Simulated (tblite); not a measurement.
Input of a run (GFN2-xTB geometry optimisation, gas phase (tblite 0.8.0)), started from a force field or distance geometry:
```
{"job": {"kind": "relax", "xc": "GFN2-xTB", "basis": "xTB"}, "charge": 0, "multiplicity": 2}
C      0.828700     1.306900    -1.008900
C      0.069600     0.256600    -0.231300
C     -0.343000     0.804100     1.112700
C     -1.198500    -0.081000    -0.958000
C     -2.050800    -1.003000    -0.503400
N      0.822500    -0.974800    -0.124700
C      2.128800    -1.014600     0.497000
O      2.656600     0.047100     0.989400
H      1.541700     1.768500    -0.283700
H      0.059100     2.070900    -1.293000
H     -0.555400     1.891200     1.004700
H      0.467700     0.670700     1.822000
H     -1.310000     0.357200     1.491100
H     -1.367800     0.466000    -1.866000
H     -1.900900    -1.566500     0.409500
H     -2.944900    -1.160400    -1.115600
H      0.409400    -1.860500    -0.516000
H      2.678300    -1.972200     0.562400
```

Output (eV, eV/Å):
```
step      E/eV     max force
  0    -673.97490    4.918
  1    -674.55876    4.132
  2    -674.74784    1.608
  3    -674.84800    0.707
  4    -674.92924    0.643
  5    -674.96433    0.656
  6    -675.00655    0.530
  7    -675.02635    0.530
  8    -675.04443    0.372
  9    -675.06444    0.329
 10    -675.07904    0.293
 11    -675.09246    0.250
 12    -675.10448    0.241
 13    -675.11514    0.229
 14    -675.12422    0.205
 15    -675.13262    0.202
 16    -675.14027    0.179
 17    -675.14621    0.171
 18    -675.15041    0.164
 19    -675.15390    0.131
 20    -675.15712    0.145
 21    -675.16002    0.138
 22    -675.16259    0.109
 23    -675.16510    0.132
 24    -675.16770    0.141
 25    -675.16996    0.118
 26    -675.17158    0.138
 27    -675.17293    0.080
 28    -675.17442    0.103
 29    -675.17622    0.107
 30    -675.17791    0.105
 31    -675.18013    0.120
 32    -675.18299    0.134
 33    -675.18706    0.166
 34    -675.19184    0.185
 35    -675.19597    0.171
 36    -675.19940    0.154
 37    -675.20225    0.233
 38    -675.20554    0.200
 39    -675.20860    0.146
 40    -675.21162    0.098
 41    -675.21312    0.085
 42    -675.21543    0.100
 43    -675.21705    0.106
 44    -675.21845    0.100
 45    -675.21963    0.101
 46    -675.22054    0.079
 47    -675.22125    0.048
 48    -675.22160    0.037
 49    -675.22188    0.034
 50    -675.22210    0.035
 51    -675.22236    0.035
 52    -675.22268    0.044
 53    -675.22311    0.044
 54    -675.22361    0.053
 55    -675.22417    0.057
 56    -675.22484    0.057
 57    -675.22562    0.072
 58    -675.22651    0.093
 59    -675.22755    0.093
 60    -675.22868    0.069
 61    -675.22970    0.068
 62    -675.23051    0.074
 63    -675.23118    0.075
 64    -675.23181    0.087
 65    -675.23244    0.087
 66    -675.23318    0.088
 67    -675.23375    0.068
 68    -675.23442    0.054
 69    -675.23485    0.052
 70    -675.23539    0.067
 71    -675.23598    0.062
 72    -675.23664    0.059
 73    -675.23734    0.062
 74    -675.23811    0.067
 75    -675.23893    0.082
 76    -675.23971    0.080
 77    -675.24021    0.096
 78    -675.24082    0.057
 79    -675.24121    0.042
 80    -675.24160    0.054
 81    -675.24199    0.079
 82    -675.24244    0.063
 83    -675.24286    0.068
 84    -675.24321    0.068
 85    -675.24354    0.065
 86    -675.24394    0.042
 87    -675.24427    0.047
 88    -675.24453    0.040
 89    -675.24477    0.031
 90    -675.24503    0.027
 91    -675.24512    0.025
 92    -675.24521    0.018
 93    -675.24527    0.021
 94    -675.24534    0.018
 95    -675.24540    0.016
 96    -675.24545    0.018
 97    -675.24550    0.025
 98    -675.24558    0.023
 99    -675.24567    0.022
100    -675.24576    0.021
101    -675.24583    0.020
102    -675.24590    0.024
103    -675.24599    0.027
104    -675.24613    0.032
105    -675.24633    0.047
106    -675.24654    0.044
107    -675.24676    0.035
108    -675.24693    0.032
109    -675.24707    0.030
110    -675.24717    0.038
111    -675.24726    0.028
112    -675.24735    0.021
113    -675.24742    0.029
114    -675.24752    0.027
115    -675.24767    0.031
116    -675.24789    0.038
117    -675.24816    0.047
118    -675.24851    0.043
119    -675.24879    0.085
120    -675.24901    0.050
121    -675.24928    0.039
122    -675.24952    0.082
123    -675.24980    0.064
124    -675.25027    0.075
125    -675.25071    0.048
126    -675.24985    0.218
127    -675.25112    0.034
128    -675.25130    0.031
129    -675.25152    0.130
130    -675.25182    0.047
131    -675.25197    0.025
132    -675.25237    0.031
133    -675.25263    0.065
134    -675.25276    0.043
135    -675.25290    0.034
136    -675.25305    0.032
137    -675.25319    0.037
138    -675.25346    0.056
139    -675.25395    0.056
140    -675.25419    0.121
141    -675.25482    0.047
142    -675.25517    0.078
143    -675.25549    0.080
144    -675.25580    0.051
145    -675.25629    0.089
146    -675.25679    0.060
147    -675.25697    0.088
148    -675.25713    0.066
149    -675.25721    0.100
150    -675.25739    0.046
151    -675.25754    0.044
152    -675.25787    0.060
153    -675.25821    0.186
154    -675.25877    0.092
155    -675.25942    0.083
156    -675.24820    0.649
157    -675.26059    0.193
158    -675.26139    0.087
159    -675.26272    0.102
160    -675.24642    0.983
161    -675.26404    0.042
162    -675.26479    0.038
163    -675.26007    0.664
164    -675.26601    0.029
165    -675.26664    0.041
166    -675.26598    0.388
167    -675.26751    0.071
168    -675.26783    0.089
169    -675.26815    0.218
170    -675.26873    0.121
171    -675.26911    0.063
172    -675.27020    0.074
173    -675.27074    0.114
174    -675.27150    0.069
175    -675.27260    0.131
176    -675.27390    0.184
177    -675.27529    0.214
178    -675.27127    0.405
179    -675.27863    0.139
180    -675.28025    0.126
181    -675.28341    0.222
182    -675.28771    0.161
183    -675.28763    0.606
184    -675.28957    0.343
185    -675.29246    0.108
186    -675.29427    0.143
187    -675.29647    0.438
188    -675.29929    0.271
189    -675.30250    0.200
190    -675.30580    0.210
191    -675.31016    0.165
192    -675.31401    0.261
193    -675.31565    0.221
194    -675.31764    0.151
195    -675.31937    0.113
196    -675.32082    0.113
197    -675.32203    0.105
198    -675.32290    0.131
199    -675.32397    0.079
200    -675.32474    0.055
201    -675.32538    0.076
202    -675.32599    0.065
203    -675.32683    0.064
204    -675.32791    0.104
205    -675.32880    0.089
206    -675.32961    0.064
207    -675.33022    0.053
208    -675.33055    0.053
209    -675.33123    0.046
210    -675.33179    0.044
211    -675.33227    0.058
212    -675.33256    0.123
213    -675.33279    0.091
214    -675.33301    0.084
215    -675.33346    0.065
216    -675.33381    0.059
217    -675.33438    0.057
218    -675.33488    0.059
219    -675.33544    0.051
220    -675.33606    0.061
221    -675.33665    0.058
222    -675.33698    0.066
223    -675.33710    0.056
224    -675.33723    0.049
225    -675.33739    0.051
226    -675.33768    0.041
227    -675.33806    0.058
228    -675.33863    0.069
229    -675.33957    0.091
230    -675.34110    0.105
231    -675.34327    0.107
232    -675.34564    0.142
233    -675.34485    0.484
234    -675.34876    0.161
235    -675.34888    0.191
236    -675.35083    0.093
237    -675.35172    0.208
238    -675.35275    0.106
239    -675.35383    0.082
240    -675.35461    0.083
241    -675.35515    0.108
242    -675.35598    0.112
243    -675.35689    0.063
244    -675.35745    0.054
245    -675.35781    0.059
246    -675.35809    0.035
247    -675.35826    0.040
248    -675.35837    0.029
249    -675.35848    0.025
250    -675.35858    0.027
251    -675.35863    0.014
252    -675.35867    0.013
253    -675.35870    0.010
254    -675.35873    0.012
255    -675.35875    0.011
256    -675.35876    0.011
257    -675.35878    0.008
```

Q: Summarise the run.

A: The energy falls by 1.384 eV over 257 L-BFGS steps, the largest force on an atom goes from 4.92 to 0.008 eV/Å, and the atoms move by 1.012 Å rms after alignment. The bond that changes most is N6–C7 (ends: nitrogen bonded to 2 C and H; carbon bonded to N, O and H), which shortens by 0.110 Å. Bonds longer at the end by more than 0.005 Å: 4 of 17; shorter: 11. Among the angles that change most is C2–C1–H10, from 105.0° to 121.0°. Among the dihedrals that turn most is H9–C1–C2–N6, from -82° to 56°. The energy rose by more than 1e-5 eV at steps 126, 156, 160, 163, 166, 178, 183 and 233. The first step brought 42 % of the lowering.

Q: What are the final bond lengths?

A: C1–C2 1.476 Å, C2–C3 1.533 Å, C2–C4 1.515 Å, C4=C5 1.323 Å, C2–N6 1.471 Å, N6–C7 1.337 Å, C7=O8 1.207 Å, C1–H9 1.071 Å, C1–H10 1.070 Å, C3–H11 1.086 Å, C3–H12 1.087 Å, C3–H13 1.088 Å, C4–H14 1.080 Å, C5–H15 1.077 Å, C5–H16 1.077 Å, N6–H17 1.008 Å, C7–H18 1.108 Å. Numbering counts from 1 in the input's order; the species is `[CH2][C@@](C)(C=C)NC=O` [radical].

Hardware: an Arm Neoverse V1 with one thread, shared host with 64 logical CPUs at a one-minute load of 36. Cost: 1.6 s of wall time.

Its GFN2-xTB frequencies are all real (lowest 48 cm⁻¹). 3 starts were optimised and ended at 0.00, 1.55 and 1.80 kcal/mol (GFN2-xTB); the lowest of these is shown.

One conformer stands for the species.

All values are computed, not measured.
